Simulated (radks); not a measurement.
All-electron atom: Ne in [Ne]. Calculated with a radial shooting solver on a logarithmic mesh with Libxc functionals: scalar-relativistic Kohn-Sham, LDA (Slater exchange, Perdew-Wang correlation), spin-unpolarised, spherical densities, point nucleus.

Radial electron density D(r) = 4 pi r^2 rho(r):

```
   r/bohr * D(r) (the largest magnitude, 10.8, reaches the edge; | marks zero)
  0.01445 |     *
  0.01779 |        *
  0.02191 |           *
  0.02719 |                *
  0.03347 |                      *
  0.04121 |                             *
  0.05115 |                                    *
  0.06298 |                                            *
  0.07816 |                                                  *
  0.09623 |                                                      *
   0.1185 |                                                      *
   0.1471 |                                                 *
   0.1811 |                                         *
   0.2229 |                                *
   0.2767 |                           *
   0.3406 |                           *
   0.4194 |                               *
   0.5205 |                                     *
   0.6408 |                                       *
    0.789 |                                    *
   0.9792 |                             *
    1.206 |                   *
    1.484 |           *
    1.842 |     *
    2.268 | *
    2.793 |*
    3.466 *
```

D(r) has 2 maxima, at r = 0.104, 0.641 bohr, and minima at 0.307 bohr, inside which lie 2.21 electrons.
